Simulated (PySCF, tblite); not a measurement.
Compound: C3H11PSSi3.
Z-matrix (Å and degrees, GFN2-xTB geometry), rows numbered from 1:
```
C 
C   1  1.4992
C   2  1.3322  1  121.14
S   3  1.7538  2  126.70  1   179.80
Si  4  2.1619  3  100.50  2   -10.53
Si  2  1.8987  1  119.51  3  -178.23
Si  6  2.3594  2  108.51  1    67.79
P   6  2.2668  2  106.03  1   -54.84
H   1  1.0910  2  109.54  3  -125.24
H   1  1.0879  2  111.59  3    -4.79
H   1  1.0906  2  110.35  3   116.21
H   3  1.0809  2  122.65  1    -0.63
H   5  1.4613  4  105.69  3  -113.46
H   5  1.4594  4  103.80  3   133.00
H   7  1.4624  6  111.87  2    50.08
H   7  1.4655  6  110.85  2   171.02
H   7  1.4675  6  111.37  2   -70.30
H   8  1.3827  6   93.45  2   177.15
H   8  1.3814  6   93.78  2    85.01
```

Computed, not measured: PBE0/pcSseg-1 in PySCF (dipole) on a GFN2-xTB geometry, gas phase.

Masses are those of the commonest isotopes; rigid-rotor values at the optimised geometry. The values belong to one conformer with, in the numbering `[CH3:1][C:2]1=[CH:3][S:4][SiH2:5][Si@@:6]1([SiH3:7])[PH2:8]`, Si5–Si6–P8–H -80° and -172°, C2–C3–S4–Si5 -11°, C3–S4–Si5–Si6 14°, S4–Si5–Si6–Si7 100°, C1–C2–Si6–Si5 -170°.

(1) Give the principal moments of inertia and the rotational constants in cm⁻¹.

(2) What kind of rotor is it?

(3) Is it planar, by Δ = Ic − Ia − Ib?

(4) Give the other two planar moments, Paa and Pbb, and the rms extents of the mass along the axes.

(5) List the rotational levels J(Ka,Kc) to J = 2 (cm⁻¹).

(6) Which lines would a microwave search look for?

(7) Estimate the classical rotational partition function at 50 K, 298.15 K and 500 K.

## Answers

(1) Ia = 513.17, Ib = 826.80, Ic = 837.02 u·Å²; 505379 MHz·u·Å²/I gives 984.8, 611.2 and 603.8 MHz, that is A = 0.03285, B = 0.02039, C = 0.02014 cm⁻¹.

(2) A near-prolate asymmetric top; Ray's κ = -0.961.

(3) Not planar: Δ = Ic − Ia − Ib = -502.95 u·Å². For a rigid frame Δ = −2 Σ m c², so Σ m c² = 251.48 u·Å² lies off the ab plane: 28.26 from hydrogen and 223.21 from heavier atoms. The atom farthest from that plane is 3.20 Å away.

(4) Paa = Σ m a² = (Ib + Ic − Ia)/2 = 575.33 and Pbb = Σ m b² = (Ia + Ic − Ib)/2 = 261.69 u·Å². With the mass M = 193.96 u, the rms extents √(P/M) along a, b and c are 1.72, 1.16, 1.14 Å.

(5) Above 0(0,0):
J = 1: 1(0,1) 0.0405, 1(1,1) 0.0530, 1(1,0) 0.0532
J = 2: 2(0,2) 0.1216, 2(1,2) 0.1338, 2(1,1) 0.1345, 2(2,1) 0.1719, 2(2,0) 0.1719

(6) The dipole components are |μa| = 1.98 D, |μb| = 0.02 D, |μc| = 0.37 D. Intensities carry the squares of the components, which stand as 1.00 : 0.00 : 0.03 (a : b : c). Some lines, for components of 0.1 D or more:

```
type  branch         J(Ka,Kc)   MHz  lower level (cm⁻¹)
   c       Q  3(1,3) ← 3(0,3)   355               0.243
   c       Q  2(1,2) ← 2(0,2)   366               0.122
   c       Q  1(1,1) ← 1(0,1)   374               0.041
   c       Q  3(2,2) ← 3(1,2)  1110               0.257
   c       Q  2(2,1) ← 2(1,1)  1121               0.135
   a       R  1(0,1) ← 0(0,0)  1215               0.000
   c       R  1(1,0) ← 0(0,0)  1596               0.000
   c       Q  3(3,1) ← 3(2,1)  1886               0.294
   a       R  2(1,2) ← 1(1,1)  2423               0.053
   a       R  2(0,2) ← 1(0,1)  2430               0.041
   a       R  2(1,1) ← 1(1,0)  2438               0.053
   c       R  2(1,1) ← 1(0,1)  2819               0.041
   c       R  2(2,0) ← 1(1,0)  3558               0.053
   c       R  2(2,1) ← 1(1,1)  3566               0.053
   a       R  3(1,3) ← 2(1,2)  3634               0.134
   a       R  3(0,3) ← 2(0,2)  3645               0.122
   a       R  3(2,2) ← 2(2,1)  3645               0.172
   a       R  3(2,1) ← 2(2,0)  3646               0.172
   a       R  3(1,2) ← 2(1,1)  3656               0.135
   c       R  3(1,2) ← 2(0,2)  4045               0.122
   c       R  3(2,2) ← 2(1,2)  4788               0.134
   c       R  3(3,0) ← 2(2,0)  5532               0.172
   c       R  3(3,1) ← 2(2,1)  5532               0.172
```

(7) Point group C1, symmetry number σ = 1; q = (√π/σ)·√((kT/h)³/(ABC)), k/h = 20836.6 MHz/K: 98900 at 50 K, 1440000 at 298.15 K, 3130000 at 500 K.

Its GFN2-xTB frequencies are all real (lowest 24 cm⁻¹). These are rigid-rotor constants of the computed structure; measured ground-state constants (B0) also hold zero-point vibration. A rigid rotor knows nothing of internal rotation, which can split or shift real lines.
